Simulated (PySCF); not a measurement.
A structure optimised at B3LYP-D3(BJ)/def2-TZVP, used in a PySCF frequency run:

```
Ga
H 1 1.5591
H 1 1.5591 2 128.36
I 1 2.5122 2 115.82 3 180.00
```
Charge 0, spin multiplicity 1.

### Question
Write its SMILES, formula and point group.

### Answer
[GaH2][I], GaH2I, C2v

### Question
What are its rotational constants (standard atomic weights)?

### Answer
127.26, 1.7158, 1.6929 GHz
